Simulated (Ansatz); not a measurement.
One change: `Cl[Si](Cl)(Cl)[SeH]` becomes `O[Si](Cl)(Cl)Cl`.

Ansatz, PBE0-D4/def2-TZVP geometries, multiplicity 1. Each molecule was computed in one conformer, which needn't be the lowest.

Scalar relativity is left out up to krypton.

```json
{"property": "size of the dipole moment (B3LYP/def2-TZVPP) / D", "`Cl[Si](Cl)(Cl)[SeH]`": "1.01"}
{"property": "HOMO–LUMO gap (PBE0/def2-TZVPP) / eV", "`Cl[Si](Cl)(Cl)[SeH]`": "6.82"}
{"property": "size of the dipole moment (PBE/def2-TZVPP) / D", "`Cl[Si](Cl)(Cl)[SeH]`": "0.99"}
{"property": "HOMO energy (B3LYP/def2-TZVPP) / eV", "`Cl[Si](Cl)(Cl)[SeH]`": "-7.45"}
{"property": "HOMO energy (PBE/def2-TZVPP) / eV", "`Cl[Si](Cl)(Cl)[SeH]`": "-6.52"}
{"property": "HOMO energy (PBE0/def2-TZVPP) / eV", "`Cl[Si](Cl)(Cl)[SeH]`": "-7.71"}
```

**Question.** What does the change do to each property? (An estimate is asked.)

**Answer.** Computed: 
```json
{"property": "size of the dipole moment (B3LYP/def2-TZVPP) / D", "`O[Si](Cl)(Cl)Cl`": "1.62", "shift": "0.61"}
{"property": "HOMO–LUMO gap (PBE0/def2-TZVPP) / eV", "`O[Si](Cl)(Cl)Cl`": "9.30", "shift": "2.48"}
{"property": "size of the dipole moment (PBE/def2-TZVPP) / D", "`O[Si](Cl)(Cl)Cl`": "1.59", "shift": "0.60"}
{"property": "HOMO energy (B3LYP/def2-TZVPP) / eV", "`O[Si](Cl)(Cl)Cl`": "-9.02", "shift": "-1.57"}
{"property": "HOMO energy (PBE/def2-TZVPP) / eV", "`O[Si](Cl)(Cl)Cl`": "-7.88", "shift": "-1.36"}
{"property": "HOMO energy (PBE0/def2-TZVPP) / eV", "`O[Si](Cl)(Cl)Cl`": "-9.32", "shift": "-1.61"}
```

With PBE0 the HOMO falls by 1.61 eV and the LUMO rises by 0.87 eV, so the gap widens by about 2.48 eV. PBE moves the HOMO by -1.36 eV and ωB97M-V by -1.69 eV. Dipoles are sizes alone; their direction can turn.

B3LYP here is the variant with VWN-RPA as its local correlation; programs differ in this.

Spin–orbit coupling is left out; it splits and shifts lone-pair levels of the heavy atoms by tenths of an eV.
